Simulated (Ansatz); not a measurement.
Single points on Al₂Sb₂.

```yaml
crystal:
  periodic: [false, false, false]
  atoms:
    - {symbol: Al, position_ang: [0.443841, 2.222386, 1.122583]}
    - {symbol: Al, position_ang: [-0.443368, -2.222292, -1.122948]}
    - {symbol: Sb, position_ang: [1.305881, -0.131462, -0.255691]}
    - {symbol: Sb, position_ang: [-1.306355, 0.131368, 0.256056]}
basis:
  gaussian: {orbitals: def2-SVP, initial_orbitals: start.molden}
hamiltonian: {xc: {text: "exchange = 0.60*pbe_x + 0.40*exact_x\ncorrelation = pbe_c"}}
scf: {omitted_lower_state_checks: [starts]}
output: {orbitals: {seedname: orbitals}}
```

The file start.molden holds the orbitals of an earlier run on this structure, at another level or in another basis.

```sh
$ ansatz run in.yaml --threads 4 --pin off --events-out ev --progress --plain --max-ram 4787MiB
```

It prints (some lines left out):

```
Functional definition: unnamed
984 factors; integrals over basis functions are off by at most 3.2e-4 eV
mean field evaluation 1: about -26260.7302 eV, gradient 2.5e1 eV
mean field evaluation 2: about -26260.8267 eV, gradient 2.2e-1 eV
mean field evaluation 4: about -26260.9243 eV, gradient 1.3e-3 eV
mean field -26260.92429696 eV, -965.0711676195 hartree, gradient 2.7e-5 eV, S^2 0.000000; 0 other end points of the search recorded, 0 dependent functions left out
reference -26260.92431624 eV, -965.0711683280 hartree; 36, 36 occupied and 52, 52 virtual orbitals, 984 factors
Total energy: -26260.92431624 eV, -965.0711683280 hartree
Checks for a lower state left out: starts
```

It took 1.3 s on 4 threads of Arm Neoverse V1 on a shared host.

First input, but with `gaussian: {orbitals: def2-TZVP, initial_orbitals: start.molden}`, `hamiltonian: {xc: pbe}`, `correlation: {method: rpa}` and without the key `output` (abridged; 4.4 s):

```
Functional definition: PBE
mean field -26263.40466409 eV, -965.1623194303 hartree, gradient 1.6e-6 eV, S^2 0.000000
18 core orbitals not correlated: weight in the atoms' cores, before any rotation towards them, 1.000 or more for the frozen orbitals, at most 0.000 for the correlated occupied ones
Total energy: -26217.98083346 eV, -963.4930244439 hartree
Checks for a lower state left out: starts
```

As the first input, with `hamiltonian: {xc: pbe, dispersion: d4}` (abridged; 0.8 s):

```
Functional definition: PBE
mean field -26258.34458300 eV, -964.9763648801 hartree, gradient 1.6e-5 eV, S^2 0.000000
Total energy: -26258.59687704 eV, -964.9856365151 hartree
Checks for a lower state left out: starts
```

Geometry: r2SCAN-D4/def2-SVP.

In the def2 sets Sb takes a core potential; there is no spin–orbit coupling. Correlated methods freeze 18 core orbitals; core or outer-core shells of Sb are correlated, in sets that lack core-valence functions. The structure comes from a short search, and lower isomers may exist.
